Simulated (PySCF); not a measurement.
Isomers of C6H6FNO2, one GFN2-xTB conformer each. Single-point energies are computed at PBE0/pcSseg-1 (PySCF, gas phase, no added dispersion term), electronic only.

Question: Rank them by PBE0/pcSseg-1 energy, lowest first (kJ/mol).
A. `N#C[C@@H]1OC[C@]12CO[C@@H]2F`
B. `N#C[C@@H]1OC[C@@]12CO[C@H]2F`

Answer: A (0.0), B (12.5).

N#C[C@@H]1OC[C@]12CO[C@@H]2F and N#C[C@@H]1OC[C@@]12CO[C@H]2F are stereoisomers, 12.5 kJ/mol apart in the conformers taken. GFN2-xTB itself gives, in the same order: 0.0, 7.8. Both levels put the same isomer lowest.

Which frontier levels, dipoles and rotational constants go with these structures?

```csv
SMILES,"HOMO (eV, PBE0/pcSseg-1)",LUMO (eV),dipole (D),"A, B, C (MHz)"
N#C[C@@H]1OC[C@]12CO[C@@H]2F,-8.54,-0.51,3.84,"2000, 1129, 1004"
N#C[C@@H]1OC[C@@]12CO[C@H]2F,-8.52,-0.36,4.94,"1969, 1377, 936.1"
```

As an exercise, what shares would exp(−E/RT) give at 500 K from these electronic energies alone (no entropy, no degeneracies)?

RT = 4.157 kJ/mol: N#C[C@@H]1OC[C@]12CO[C@@H]2F 95.3 %, N#C[C@@H]1OC[C@@]12CO[C@H]2F 4.7 %.
